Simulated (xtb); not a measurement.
tert-butylthiol (C4H10S), singlet, geometry from GFN2-xTB; GFN1-xTB (xtb).

Here is a job for xtb.
```
$ xtb mol.xyz --gfn 1 --ohess --json

# file mol.xyz
15

C     -0.28728591     1.20823473    -1.11264235
C     -0.25309893    -0.04926139    -0.25443164
C      0.15383757    -1.26781817    -1.07205804
C     -1.59391997    -0.27688702     0.43190663
S      0.98570354     0.19379041     1.10925437
H     -1.05113059     1.11037707    -1.88238910
H     -0.51895782     2.07888926    -0.50319583
H      0.67220764     1.37358002    -1.59965358
H      0.23356972    -2.14509353    -0.43396168
H     -0.59245319    -1.46420702    -1.84018979
H      1.11415571    -1.10710133    -1.55899341
H     -1.54863534    -1.15449171     1.07316198
H     -1.85805211     0.58228339     1.04469498
H     -2.37350079    -0.42797162    -0.31227422
H      2.03434358     0.36748006     0.30808310
```

### Question
Write the output that xtb gives for this input, abridged.

### Answer

```
   ID    Z sym.   atoms
    1    6 C      1-4
    2   16 S      5
    3    1 H      6-15

           -------------------------------------------------
          |                Calculation Setup                |
           -------------------------------------------------

           -------------------------------------------------
          |                 G F N 1 - x T B                 |
           -------------------------------------------------

          ...................................................
          :                      SETUP                      :
          :.................................................:
          :  # basis functions                  46          :
          :  # atomic orbitals                  45          :
          :  # shells                           31          :
          :  # electrons                        32          :
          :  # halogen bonds                     0          :
          :  max. iterations                   250          :
          :  Hamiltonian                  GFN1-xTB          :
          :  restarted?                      false          :
          :  GBSA solvation                  false          :
          :  PC potential                    false          :
          :  electronic temp.          300.0000000     K    :
          :  accuracy                    1.0000000          :
          :  -> integral cutoff          0.2500000E+02      :
          :  -> integral neglect         0.1000000E-07      :
          :  -> SCF convergence          0.1000000E-05 Eh   :
          :  -> wf. convergence          0.2000000E-04 e    :
          :  Broyden damping             0.4000000          :
          :  net charge                          0          :
          :  unpaired electrons                  0          :
          ...................................................

 iter      E             dE          RMSdq      gap      omega  full diag
   1    -17.7334279 -0.177334E+02  0.722E+00    6.10       0.0  T
   2    -17.7610908 -0.276629E-01  0.443E+00    5.85       1.0  T
   3    -17.7604917  0.599156E-03  0.678E-01    6.06       1.0  T
   4    -17.7627719 -0.228026E-02  0.166E-01    5.95       1.0  T
   5    -17.7628695 -0.976076E-04  0.992E-03    5.94       2.6  T
   6    -17.7628700 -0.479867E-06  0.275E-03    5.94       9.4  T
   7    -17.7628701 -0.407265E-07  0.271E-04    5.94      95.4  T
   8    -17.7628701 -0.493461E-09  0.700E-05    5.94     369.0  T
[...]
         :: total energy             -17.563017108275 Eh    ::
 * total energy  :   -17.5630171 Eh     change       -0.3019807E-12 Eh
 * total energy  :   -17.5634529 Eh     change       -0.4357821E-03 Eh
 * total energy  :   -17.5635685 Eh     change       -0.1156342E-03 Eh
 * total energy  :   -17.5635718 Eh     change       -0.3288702E-05 Eh
   *** GEOMETRY OPTIMIZATION CONVERGED AFTER 4 ITERATIONS ***
         :: total energy             -17.563571813351 Eh    ::
[...]
       1    170.33    -0.72506 ( 99.26%)    -0.69325 (  0.74%)    -0.72483
       2    194.31    -0.65186 ( 99.56%)    -0.65426 (  0.44%)    -0.65187
       3    220.00    -0.58411 ( 99.73%)    -0.61749 (  0.27%)    -0.58420
       4    222.45    -0.57812 ( 99.75%)    -0.61420 (  0.25%)    -0.57822
       5    265.81    -0.48398 ( 99.87%)    -0.56147 (  0.13%)    -0.48408
       6    281.10    -0.45526 ( 99.90%)    -0.54491 (  0.10%)    -0.45535
   ------------------------------------------------------------------------

   temp. (K)  partition function   enthalpy   heat capacity  entropy
                                   cal/mol     cal/K/mol   cal/K/mol   J/K/mol
 298.15  VIB   25.0                 2954.647     20.748     16.307
         ROT  0.136E+06              888.752      2.981     26.467
         INT  0.339E+07             3843.399     23.729     42.775
         TR   0.829E+27             1481.254      4.968     39.392
         TOT                        5324.6530    28.6967    82.1668   343.7857

       T/K    H(0)-H(T)+PV         H(T)/Eh          T*S/Eh         G(T)/Eh
   ------------------------------------------------------------------------
    298.15    0.848537E-02    0.137468E+00    0.390401E-01    0.984275E-01
   ------------------------------------------------------------------------

         :::::::::::::::::::::::::::::::::::::::::::::::::::::
         ::                  THERMODYNAMIC                  ::
         :::::::::::::::::::::::::::::::::::::::::::::::::::::
         :: total free energy         -17.465144303146 Eh   ::
         ::.................................................::
         :: total energy              -17.563571813351 Eh   ::
         :: zero point energy           0.128982217134 Eh   ::
         :: G(RRHO) w/o ZPVE           -0.030554706929 Eh   ::
         :: G(RRHO) contrib.            0.098427510206 Eh   ::
         :::::::::::::::::::::::::::::::::::::::::::::::::::::

optimized geometry written to: xtbopt.xyz

           -------------------------------------------------
          | TOTAL ENERGY              -17.563571813351 Eh   |
          | TOTAL ENTHALPY            -17.426104221513 Eh   |
          | TOTAL FREE ENERGY         -17.465144303146 Eh   |
          | GRADIENT NORM               0.000788282369 Eh/α |
          | HOMO-LUMO GAP               6.109509534971 eV   |
           -------------------------------------------------

normal termination of xtb
```
